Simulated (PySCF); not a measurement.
Input of a run on `CC#C[C@@H]1CN([SiH3])CC1`: the job's settings, then the atoms in Å.
```
{"job": {"kind": "nmr", "xc": "PBE0", "basis": "pcSseg-1", "solvent": "methanol", "pop": false}, "charge": 0, "multiplicity": 1}
C      3.632668     0.237259    -1.317580
C      2.375642     0.125027    -0.594631
C      1.331025     0.027514     0.013935
C      0.063137    -0.082048     0.726802
C     -0.632719     1.284723     0.959663
C     -1.777580     1.285251    -0.047298
N     -2.189342    -0.102129    -0.059665
Si    -3.763802    -0.674002    -0.497305
C     -0.990751    -0.912733    -0.069511
H      3.508838    -0.030305    -2.378790
H      4.398274    -0.430365    -0.892553
H      4.026605     1.265056    -1.276581
H      0.255553    -0.564490     1.698338
H      0.060074     2.128235     0.837232
H     -1.044296     1.318193     1.978908
H     -2.609702     1.944776     0.245836
H     -1.414635     1.627964    -1.039447
H     -4.021315    -0.796798    -1.973383
H     -3.938430    -2.033433     0.099616
H     -4.767035     0.286452     0.054823
H     -0.602107    -1.090639    -1.091375
H     -1.175357    -1.897429     0.389045
```

Method: GIAO PBE0/pcSseg-1 NMR shielding, non-relativistic, IEF-PCM methanol (PySCF, density fitting); geometry PBE0-D3(BJ)/def2-SVP, gas phase, not relaxed in the solvent; ε = 32.61, cavity from Bondi-type radii × 1.2.

Problem. What does the run print?

Solution. 
```
coarse grid: 18352 points
cycle   1  E = -618.0898628149  dE =  9.856e-01  |g| = 4.135e-01  |ddm| = 4.610e+00
cycle   2  E = -618.0887547084  dE =  1.108e-03  |g| = 4.375e-01  |ddm| = 9.701e-01
cycle   3  E = -618.1325016986  dE = -4.375e-02  |g| = 9.609e-02  |ddm| = 5.381e-01
cycle   4  E = -618.1342683470  dE = -1.767e-03  |g| = 2.742e-02  |ddm| = 1.139e-01
cycle   5  E = -618.1344406345  dE = -1.723e-04  |g| = 6.911e-03  |ddm| = 3.542e-02
cycle   6  E = -618.1344473043  dE = -6.670e-06  |g| = 4.315e-03  |ddm| = 8.570e-03
cycle   7  E = -618.1344516722  dE = -4.368e-06  |g| = 7.558e-04  |ddm| = 3.692e-03
final grid: 171216 points
cycle   8  E = -618.1881495856  dE = -3.887e-05  |g| = 8.138e-03  |ddm| = 5.763e-02
cycle   9  E = -618.1881410880  dE =  8.498e-06  |g| = 1.018e-02  |ddm| = 1.927e-02
cycle  10  E = -618.1881665133  dE = -2.543e-05  |g| = 1.505e-03  |ddm| = 1.107e-02
cycle  11  E = -618.1881670085  dE = -4.952e-07  |g| = 4.505e-04  |ddm| = 1.493e-03
cycle  12  E = -618.1881670526  dE = -4.413e-08  |g| = 1.444e-04  |ddm| = 4.277e-04
cycle  13  E = -618.1881670571  dE = -4.486e-09  |g| = 4.483e-05  |ddm| = 1.530e-04
cycle  14  E = -618.1881670575  dE = -4.036e-10  |g| = 1.100e-05  |ddm| = 6.198e-05
converged SCF energy = -618.1881670575

GIAO shielding tensors (ppm)
atom      isotropic    diamagn.    paramagn.     s11        s22        s33       span
  0 C      180.943     252.937     -71.995    172.729    172.957    197.142     24.413
  1 C      101.119     268.135    -167.016     19.039     24.982    259.336    240.297
  2 C       94.929     263.472    -168.543     -3.744      8.699    279.833    283.577
  3 C      154.477     247.790     -93.314    127.619    164.051    171.760     44.141
  4 C      145.786     248.174    -102.388    118.631    157.645    161.083     42.452
  5 C      133.194     247.345    -114.150    103.671    126.751    169.161     65.490
  6 N      226.454     328.861    -102.408    169.993    248.847    260.521     90.528
  7 Si     407.383     878.881    -471.499    366.597    369.042    486.508    119.911
  8 C      125.306     248.529    -123.223     93.441    123.709    158.768     65.328
  9 H       29.281      29.310      -0.029     23.975     27.691     36.176     12.202
 10 H       29.282      26.686       2.596     24.004     27.231     36.612     12.608
 11 H       29.291      27.618       1.673     23.988     27.496     36.388     12.401
 12 H       28.268      31.051      -2.783     23.705     26.391     34.708     11.003
 13 H       29.637      30.715      -1.078     25.023     28.373     35.513     10.490
 14 H       29.396      30.694      -1.298     24.426     27.263     36.500     12.074
 15 H       28.203      29.866      -1.663     23.093     27.040     34.475     11.382
 16 H       28.483      30.692      -2.210     23.582     27.187     34.679     11.098
 17 H       26.698      27.579      -0.881     22.998     24.330     32.766      9.768
 18 H       26.715      28.191      -1.476     23.132     25.024     31.990      8.858
 19 H       26.691      27.807      -1.116     23.049     25.057     31.968      8.919
 20 H       28.621      32.183      -3.562     22.795     28.996     34.072     11.277
 21 H       27.728      32.026      -4.299     22.846     27.573     32.765      9.919
```

The cycles run first on a coarse grid and then on the final one, and are numbered through; the first dE on the final grid is taken against the last density's energy on that grid. The program numbers atoms from 0. Energies include the polarisation term of the continuum.

Problem. The same input without solvent ends at -618.183102 Eh. What does the continuum change?

Solution. The energy falls by 0.005065 Eh, 3.18 kcal/mol; the polarisation term alone is -3.53 kcal/mol. HOMO -6.38 → -6.36 eV, LUMO 0.71 → 0.77 eV, dipole 1.19 → 1.33 D. The SCF took 14 cycles in the solvent and 14 in the gas phase.

On Arm Neoverse N1, one thread, shared host with 64 logical CPUs at a one-minute load of 58, this took 83 s of wall time and 1.3 GiB of memory at its peak. This is the whole shielding run at PBE0/pcSseg-1 in methanol, SCF included.
